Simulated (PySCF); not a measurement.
## Electronic structure of Ar⁺ (argon, charge +1) at the LDA level

Configuration: [Ne] 3s2 3p5, 2P determinant. Computed with PySCF 2.14 in x2c-TZVPall, with the spin-free X2C one-electron Hamiltonian (Gaussian nucleus).

```json
{
 "Total energy": "-527.1389 hartree",
 "One-electron energy": "-721.8936 hartree",
 "Hartree (Coulomb) energy": "223.7927 hartree",
 "Exchange-correlation energy": "-29.0380 hartree",
 "⟨S²⟩": "0.7513",
 "⟨L²⟩": "2.010",
 "Sum of ⟨r⟩": "13.79 bohr",
 "Sum of ⟨r²⟩": "20.25 bohr²",
 "Traceless quadrupole moment −½Σ⟨3z² − r²⟩ along its main axis": "1.07 e·bohr²",
 "Langevin diamagnetic susceptibility": "-16.0 ×10⁻⁶ cm³/mol",
 "Time after the integrals": "0.11 s of wall time on 1 thread of Neoverse-V2 (shared host)"
}
```

| shell | electrons | mean orbital energy (hartree) | spread (hartree) | rms radius, mean of both spins (bohr) |
| --- | --- | --- | --- | --- |
| 1s α | 1 | -114.73758 | 0 | 0.0993 |
| 1s β | 1 | -114.72877 | 0 | 0.0993 |
| 2s α | 1 | -11.38162 | 0 | 0.452 |
| 2s β | 1 | -11.37240 | 0 | 0.452 |
| 2p α | 3 | -8.95727 | 0.02922 | 0.421 |
| 2p β | 3 | -8.94587 | 0.01549 | 0.421 |
| 3s α | 1 | -1.36675 | 0 | 1.48 |
| 3s β | 1 | -1.32402 | 0 | 1.48 |
| 3p α | 3 | -0.83399 | 0.05830 | 1.70 |
| 3p β | 2 | -0.79406 | 0 | 1.70 |

Densities and radii are taken from the X2C orbitals without a picture-change correction, which distorts them close to the nucleus.
